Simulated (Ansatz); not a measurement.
C2H11NSi2 (SMILES C[SiH](C)[SiH2]N), singlet, at a GFN2-xTB geometry, atoms displaced at random by about 0.03 Å a coordinate; B3LYP/STO-3G, gradient (Ansatz, a first-principles code).

Here is a job for Ansatz.
Ansatz 0.2 input:
```yaml
crystal:
  periodic: [false, false, false]
  atoms:
    - {symbol: Si, position_ang: [-0.92004147, 0.08953204, -0.41451578]}
    - {symbol: C, position_ang: [-1.11097816, -1.85995567, -0.72931309]}
    - {symbol: C, position_ang: [-1.83962567, 0.42355546, 1.18426805]}
    - {symbol: Si, position_ang: [1.32078978, 0.76823288, -0.32462922]}
    - {symbol: N, position_ang: [2.23962396, -0.01953357, 0.88421369]}
    - {symbol: H, position_ang: [-1.66369075, 0.74600512, -1.51504074]}
    - {symbol: H, position_ang: [-2.05835610, -2.14912860, -0.73924873]}
    - {symbol: H, position_ang: [-0.62098461, -2.09103463, -1.63340251]}
    - {symbol: H, position_ang: [-0.68318608, -2.39638337, 0.04484131]}
    - {symbol: H, position_ang: [-1.86403632, 1.53470925, 1.42149894]}
    - {symbol: H, position_ang: [-1.44769124, -0.06463078, 2.08789623]}
    - {symbol: H, position_ang: [-2.83313929, 0.15354654, 1.18260969]}
    - {symbol: H, position_ang: [2.01731005, 0.53676829, -1.54007313]}
    - {symbol: H, position_ang: [1.42362679, 2.12807953, -0.05128380]}
    - {symbol: H, position_ang: [2.46999440, -1.00226139, 0.84554107]}
    - {symbol: H, position_ang: [2.06395017, 0.20383738, 1.80918862]}
basis:
  gaussian:
    orbitals: STO-3G
hamiltonian:
  xc: b3lyp
output: {forces: true}
```

It wrote (shortened):

```
Functional definition: B3LYP
549 factors; integrals over basis functions are off by at most 3.4e-5 eV
mean field evaluation 1: about -19269.1028 eV, gradient 2.6e1 eV
mean field evaluation 2: about -19268.9344 eV, gradient 2.8e1 eV
mean field evaluation 4: about -19271.3279 eV, gradient 6.1e-1 eV
mean field evaluation 8: about -19271.2802 eV, gradient 6.8e-3 eV
mean field -19271.28019424 eV, -708.2064845953 hartree, gradient 3.9e-5 eV, S^2 0.000000; 0 other end points of the search recorded, 0 dependent functions left out
the calculation of the forces begins
reference -19271.28042989 eV, -708.2064932556 hartree; 29, 29 occupied and 15, 15 virtual orbitals, 549 factors
Total energy: -19271.28042989 eV, -708.2064932556 hartree
Atom 0 at    -0.920041     0.089532    -0.414516 Å, force    -0.169155    -1.661348    -0.826139 eV/Å
Atom 1 at    -1.110978    -1.859956    -0.729313 Å, force     3.731963     5.164786     0.124776 eV/Å
Atom 2 at    -1.839626     0.423555     1.184268 Å, force     2.462833     2.737499     1.206557 eV/Å
Atom 3 at     1.320790     0.768233    -0.324629 Å, force    -1.329091    -1.400751    -0.372537 eV/Å
Atom 4 at     2.239624    -0.019534     0.884214 Å, force     1.089897    -0.164759    -2.596988 eV/Å
Atom 5 at    -1.663691     0.746005    -1.515041 Å, force     0.404974    -0.216261     0.583517 eV/Å
Atom 6 at    -2.058356    -2.149129    -0.739249 Å, force    -5.562702    -1.287123    -0.563557 eV/Å
Atom 7 at    -0.620985    -2.091035    -1.633403 Å, force     0.668767    -0.697845    -1.591692 eV/Å
Atom 8 at    -0.683186    -2.396383     0.044841 Å, force     1.654637    -1.381432     2.121107 eV/Å
Atom 9 at    -1.864036     1.534709     1.421499 Å, force     0.255118    -1.261603    -0.295601 eV/Å
Atom 10 at    -1.447691    -0.064631     2.087896 Å, force     0.518531    -0.021050    -0.268052 eV/Å
Atom 11 at    -2.833139     0.153547     1.182610 Å, force    -3.220324    -1.049841    -0.608662 eV/Å
Atom 12 at     2.017310     0.536768    -1.540073 Å, force     0.100352    -0.211362    -0.805227 eV/Å
Atom 13 at     1.423627     2.128080    -0.051284 Å, force    -0.090166     1.616542     0.362363 eV/Å
Atom 14 at     2.469994    -1.002261     0.845541 Å, force     0.217065    -1.268848    -0.437019 eV/Å
Atom 15 at     2.063950     0.203837     1.809189 Å, force    -0.732699     1.103397     3.967154 eV/Å
Dipole moment:    -0.062396    -0.063491     0.117625 e Å
```
